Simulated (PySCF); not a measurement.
BBr2, SMILES Br[B-]Br (connectivity only; charge and spin as stated), charge -1, multiplicity 1. Coordinates come from a B3LYP-D3(BJ)/def2-SVPD optimisation.

Level of theory: B3LYP-D3(BJ)/def2-SVPD (PySCF 2.14.0).

Harmonic wavenumbers (cm⁻¹): 133, 370, 427. Rotational constants (GHz): 28.92, 1.126, 1.083; symmetry number 2.

**Question.** Work out the zero-point energy and the ideal-gas rigid-rotor harmonic-oscillator thermochemistry at 298.15 K and 1 atm.

**Answer.** ZPE = ½ Σ hcν = ½ × 929 cm⁻¹ = 5.56 kJ/mol. H − E(el) = 18.88 kJ/mol. Entropy in J/(mol K): translation 172.84, rotation 105.59, vibration 20.33, total 298.76. G − E(el) = -70.20 kJ/mol. Cp = 53.63 J/(mol K). Modes under 150 cm⁻¹ make the vibrational entropy uncertain.
